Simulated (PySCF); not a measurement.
## Electron correlation in O⁺ (oxygen, charge +1)

[He] 2s2 2p3, high-spin 4S determinant. Computed with PySCF 2.14 in x2c-SVPall (3s2p1d, 14 functions), with scalar relativity by spin-free X2C-1e. Frozen: 1s2; 5 electrons correlated.

MP2 pair energies summed by pair of shells (mhartree):

```csv
pair,energy,share (%)
2s-2p,-45.34,65.7
2p-2p,-16.54,24.0
2s-2s,-7.11,10.3
```

Total MP2 correlation energy: -68.98 mhartree.

Same-spin part -19.32 and opposite-spin part -49.66 mhartree; SCS-MP2 scales them by 1/3 and 6/5 to -66.03 mhartree.

```json
{"level": "CCSD", "correlation energy (mhartree)": "-83.93"}
{"level": "(T)", "correlation energy (mhartree)": "-0.57"}
{"level": "CCSD(T)", "correlation energy (mhartree)": "-84.50"}
```

Diagnostics: T1 = 0.0038, D1 = 0.0069, largest double amplitude 0.036.

Cost of the coupled-cluster step: 0.11 s of wall time on 1 thread of Intel(R) Xeon(R) Platinum 8259CL CPU @ 2.50GHz (shared host), for 5 correlated electrons.

Iterations:

```
CC2 = 0
CCSD nocc = (np.int64(4), np.int64(1)), nmo = (13, 13)
frozen orbitals [[0], [0]]
max_cycle = 100
direct = 0
conv_tol = 1e-08
conv_tol_normt = 1e-06
diis_space = 8
diis_start_cycle = 0
Init t2, MP2 energy = -0.0689818858148686
Init E_corr(UCCSD) = -0.068981885829358
cycle = 1  E_corr(UCCSD) = -0.0807160264320381  dE = -0.0117341406  norm(t1,t2) = 0.0238372
cycle = 2  E_corr(UCCSD) = -0.0830515803417632  dE = -0.00233555391  norm(t1,t2) = 0.00721819
cycle = 3  E_corr(UCCSD) = -0.0839644305382512  dE = -0.000912850196  norm(t1,t2) = 0.00286806
cycle = 4  E_corr(UCCSD) = -0.0839211751119266  dE = 4.32554263e-05  norm(t1,t2) = 0.000503346
cycle = 5  E_corr(UCCSD) = -0.0839253730771672  dE = -4.19796524e-06  norm(t1,t2) = 9.17656e-05
cycle = 6  E_corr(UCCSD) = -0.0839252634652625  dE = 1.09611905e-07  norm(t1,t2) = 7.96898e-06
cycle = 7  E_corr(UCCSD) = -0.083925378437655  dE = -1.14972393e-07  norm(t1,t2) = 6.21436e-07
cycle = 8  E_corr(UCCSD) = -0.0839253664301795  dE = 1.20074755e-08  norm(t1,t2) = 7.62066e-08
cycle = 9  E_corr(UCCSD) = -0.0839253573962454  dE = 9.03393406e-09  norm(t1,t2) = 3.15647e-08
UCCSD converged
E(UCCSD) = -74.41201880647867  E_corr = -0.08392535739624545
UCCSD(T) correction = -0.000568455658350836
```
